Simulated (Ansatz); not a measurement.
Steps of a relaxation of C2H8N2Zn (`C[N](C)[Zn][NH2]`) with RKS PBE0-D4/def2-TZVP.

```sh
$ ansatz run in.yaml --threads 4 --pin off --events-out ev --progress --plain --max-ram 11315MiB
```

```yaml
crystal:
  periodic: [false, false, false]
  atoms:
    - {symbol: C, position_ang: [-1.234790, -0.976590, 0.009240]}
    - {symbol: N, position_ang: [0.116030, -0.481260, -0.145090]}
    - {symbol: C, position_ang: [1.072040, -1.491580, 0.247700]}
    - {symbol: Zn, position_ang: [0.334900, 1.352030, 0.199550]}
    - {symbol: N, position_ang: [0.028440, 3.039670, -0.519030]}
    - {symbol: H, position_ang: [-1.451190, -1.322400, 1.032290]}
    - {symbol: H, position_ang: [-1.382310, -1.828770, -0.665370]}
    - {symbol: H, position_ang: [-1.950140, -0.199230, -0.261650]}
    - {symbol: H, position_ang: [0.939720, -1.829410, 1.287600]}
    - {symbol: H, position_ang: [2.085960, -1.113610, 0.127130]}
    - {symbol: H, position_ang: [0.951510, -2.367210, -0.402370]}
    - {symbol: H, position_ang: [-0.326990, 3.764070, 0.090380]}
    - {symbol: H, position_ang: [0.816820, 3.454300, -1.000370]}
basis:
  gaussian: {orbitals: def2-TZVP}
hamiltonian: {xc: pbe0, dispersion: d4}
relax: {f_tol: 0.005, max_steps: 150}
```

Positions (Å) and forces (eV/Å) along the path, 11 of 12 steps:

```xyz
13
step=1 energy=-53593.2161 eV
C    -1.235   -0.977    0.009    0.340    0.141   -0.071
N     0.116   -0.481   -0.145    0.271    0.552    0.742
C     1.072   -1.492    0.248   -0.277    0.329   -0.133
Zn    0.335    1.352    0.200   -0.466   -0.279   -1.085
N     0.028    3.040   -0.519    0.207   -0.181    0.472
H    -1.451   -1.322    1.032   -0.112   -0.022    0.007
H    -1.382   -1.829   -0.665   -0.140   -0.103   -0.038
H    -1.950   -0.199   -0.262   -0.175   -0.034   -0.010
H     0.940   -1.829    1.288    0.072   -0.078    0.025
H     2.086   -1.114    0.127    0.163   -0.072    0.024
H     0.952   -2.367   -0.402    0.086   -0.144    0.003
H    -0.327    3.764    0.090   -0.037   -0.026    0.128
H     0.817    3.454   -1.000    0.067   -0.083   -0.063
13
step=2 energy=-53593.3722 eV
C    -1.252   -1.011    0.001    0.217    0.028   -0.074
N     0.094   -0.497   -0.138    0.143    0.554    0.484
C     1.077   -1.478    0.262   -0.213    0.187   -0.123
Zn    0.278    1.349    0.046   -0.349   -0.206   -0.682
N     0.027    3.105   -0.498    0.154    0.112    0.720
H    -1.495   -1.329    1.028   -0.033    0.005   -0.004
H    -1.385   -1.889   -0.647   -0.054   -0.033   -0.007
H    -1.988   -0.262   -0.307   -0.032   -0.035    0.009
H     0.972   -1.805    1.310    0.017    0.004    0.019
H     2.089   -1.094    0.125    0.044   -0.007    0.015
H     0.975   -2.378   -0.362    0.043   -0.033    0.002
H    -0.190    3.806    0.221    0.166   -0.518   -0.403
H     0.797    3.483   -1.042   -0.102   -0.058    0.043
13
step=3 energy=-53593.4898 eV
C    -1.265   -1.033   -0.004    0.038   -0.032   -0.080
N     0.066   -0.483   -0.121   -0.052   -0.084    0.236
C     1.074   -1.433    0.274   -0.058    0.033   -0.103
Zn    0.204    1.326   -0.125   -0.078    0.107   -0.137
N     0.042    3.111   -0.470    0.178    0.401    0.578
H    -1.524   -1.336    1.025    0.020    0.003   -0.017
H    -1.377   -1.928   -0.637    0.003    0.015    0.018
H    -2.021   -0.311   -0.334    0.020   -0.042    0.016
H     0.990   -1.755    1.327   -0.021    0.048   -0.007
H     2.081   -1.035    0.127   -0.026    0.028    0.013
H     0.996   -2.349   -0.336    0.021    0.040    0.016
H    -0.048    3.749    0.334    0.110   -0.553   -0.606
H     0.784    3.476   -1.060   -0.156    0.036    0.072
13
step=5 energy=-53593.5502 eV
C    -1.314   -1.121    0.010   -0.003    0.054   -0.045
N    -0.040   -0.450   -0.017   -0.067   -0.275    0.098
C     1.037   -1.348    0.301    0.060    0.074   -0.034
Zn    0.134    1.334   -0.215   -0.006    0.068    0.008
N     0.152    3.130   -0.457    0.066    0.022   -0.002
H    -1.542   -1.554    1.000    0.038    0.023   -0.020
H    -1.356   -1.951   -0.715    0.024    0.031    0.017
H    -2.124   -0.434   -0.238   -0.068    0.009   -0.013
H     0.935   -1.799    1.303   -0.033    0.041   -0.027
H     1.998   -0.830    0.273    0.069   -0.010    0.015
H     1.099   -2.184   -0.416   -0.027    0.030    0.006
H     0.284    3.704    0.364   -0.002   -0.027   -0.017
H     0.736    3.503   -1.193   -0.051   -0.039    0.015
13
step=6 energy=-53593.5547 eV
C    -1.320   -1.123    0.001   -0.013   -0.037    0.067
N    -0.052   -0.451    0.029    0.030    0.157   -0.081
C     1.041   -1.336    0.314   -0.025   -0.061    0.054
Zn    0.126    1.332   -0.186   -0.006   -0.003   -0.008
N     0.160    3.125   -0.438    0.002   -0.010    0.010
H    -1.558   -1.592    0.971   -0.025   -0.015   -0.006
H    -1.341   -1.926   -0.753   -0.001   -0.016   -0.023
H    -2.138   -0.436   -0.235    0.043   -0.009    0.008
H     0.942   -1.805    1.307    0.025   -0.022    0.002
H     2.002   -0.816    0.294   -0.040    0.020    0.003
H     1.101   -2.158   -0.418    0.005   -0.011   -0.018
H     0.385    3.705    0.357    0.007    0.005   -0.009
H     0.652    3.481   -1.244   -0.002    0.002    0.003
13
step=7 energy=-53593.5559 eV
C    -1.321   -1.128    0.005    0.003    0.008   -0.032
N    -0.055   -0.447    0.031   -0.018   -0.044    0.046
C     1.036   -1.335    0.319    0.014    0.022   -0.018
Zn    0.123    1.335   -0.189    0.002    0.008    0.002
N     0.166    3.127   -0.437    0.001   -0.003   -0.005
H    -1.550   -1.617    0.967    0.012    0.003    0.004
H    -1.346   -1.918   -0.765    0.001    0.007    0.010
H    -2.140   -0.438   -0.211   -0.020    0.000   -0.006
H     0.918   -1.838    1.294   -0.013    0.010   -0.004
H     1.988   -0.799    0.344    0.020   -0.007   -0.002
H     1.128   -2.131   -0.439   -0.003    0.001    0.003
H     0.427    3.708    0.345    0.000   -0.002    0.005
H     0.626    3.480   -1.264    0.000   -0.002   -0.004
13
step=8 energy=-53593.5562 eV
C    -1.322   -1.130    0.005   -0.005    0.000    0.003
N    -0.059   -0.444    0.045    0.003    0.002   -0.008
C     1.035   -1.332    0.320    0.000   -0.004   -0.001
Zn    0.120    1.336   -0.184    0.000    0.005   -0.001
N     0.168    3.128   -0.438    0.001    0.002    0.001
H    -1.555   -1.621    0.965   -0.002   -0.004    0.000
H    -1.336   -1.918   -0.766   -0.001    0.001   -0.001
H    -2.144   -0.445   -0.217    0.007    0.001    0.003
H     0.925   -1.835    1.295    0.001   -0.004    0.002
H     1.990   -0.800    0.335   -0.005    0.005    0.001
H     1.118   -2.128   -0.439    0.001    0.003    0.002
H     0.431    3.710    0.344    0.000   -0.003   -0.003
H     0.628    3.478   -1.265    0.000   -0.003    0.002
13
step=9 energy=-53593.5563 eV
C    -1.322   -1.130    0.006    0.001   -0.001    0.000
N    -0.061   -0.444    0.047    0.000   -0.001    0.000
C     1.035   -1.331    0.321    0.000   -0.001    0.000
Zn    0.120    1.336   -0.185   -0.001   -0.003    0.000
N     0.169    3.127   -0.440    0.000    0.002    0.000
H    -1.553   -1.628    0.963    0.000    0.000   -0.001
H    -1.339   -1.913   -0.771    0.000    0.001    0.000
H    -2.145   -0.444   -0.208    0.000    0.001    0.001
H     0.923   -1.840    1.293    0.000    0.000    0.000
H     1.988   -0.796    0.343   -0.001    0.001    0.001
H     1.123   -2.122   -0.442    0.000    0.001    0.000
H     0.433    3.709    0.342    0.001    0.000    0.000
H     0.629    3.475   -1.268    0.001    0.000    0.000
13
step=10 energy=-53593.5563 eV
C    -1.323   -1.131    0.007    0.002   -0.002   -0.001
N    -0.063   -0.443    0.054   -0.002   -0.004    0.005
C     1.035   -1.330    0.322    0.001    0.000    0.000
Zn    0.118    1.337   -0.184    0.000   -0.003    0.000
N     0.170    3.127   -0.442    0.013    0.020    0.000
H    -1.551   -1.640    0.959    0.002    0.003   -0.003
H    -1.340   -1.906   -0.777    0.000    0.003    0.002
H    -2.147   -0.444   -0.198   -0.002   -0.001    0.000
H     0.920   -1.847    1.289    0.000    0.003   -0.004
H     1.985   -0.791    0.354   -0.001   -0.003    0.000
H     1.128   -2.114   -0.448    0.000    0.002    0.002
H     0.438    3.710    0.337   -0.005   -0.012   -0.019
H     0.630    3.472   -1.273   -0.008   -0.005    0.019
13
step=11 energy=-53593.5563 eV
C    -1.324   -1.132    0.008    0.002   -0.002   -0.001
N    -0.064   -0.442    0.057   -0.001   -0.004    0.004
C     1.034   -1.329    0.323    0.001    0.000    0.000
Zn    0.117    1.337   -0.184    0.000   -0.002   -0.001
N     0.170    3.127   -0.444   -0.007   -0.010    0.000
H    -1.550   -1.644    0.958    0.001    0.003   -0.003
H    -1.340   -1.903   -0.780   -0.001    0.002    0.002
H    -2.149   -0.444   -0.194   -0.001   -0.001    0.000
H     0.919   -1.851    1.287    0.000    0.003   -0.004
H     1.985   -0.789    0.357   -0.001   -0.003    0.000
H     1.130   -2.110   -0.450    0.000    0.002    0.002
H     0.438    3.709    0.335    0.002    0.007    0.010
H     0.632    3.470   -1.273    0.005    0.004   -0.010
13
step=12 energy=-53593.5563 eV
C    -1.323   -1.131    0.008    0.000    0.003    0.001
N    -0.064   -0.442    0.057    0.000    0.002   -0.002
C     1.035   -1.329    0.323   -0.002    0.000   -0.001
Zn    0.118    1.337   -0.184    0.000   -0.001    0.000
N     0.170    3.127   -0.444    0.002    0.003    0.000
H    -1.550   -1.643    0.958   -0.001   -0.001    0.001
H    -1.340   -1.903   -0.779    0.000   -0.001   -0.001
H    -2.148   -0.444   -0.195    0.002   -0.001    0.000
H     0.919   -1.850    1.288    0.001   -0.001    0.002
H     1.985   -0.790    0.356    0.000    0.000    0.000
H     1.129   -2.111   -0.450    0.000    0.000    0.000
H     0.437    3.710    0.335   -0.001   -0.001   -0.001
H     0.632    3.471   -1.273   -0.001   -0.001    0.001
```

Run time 69 s (4 threads of an Arm Neoverse V1 on a shared host); peak host memory 0.68 GiB.
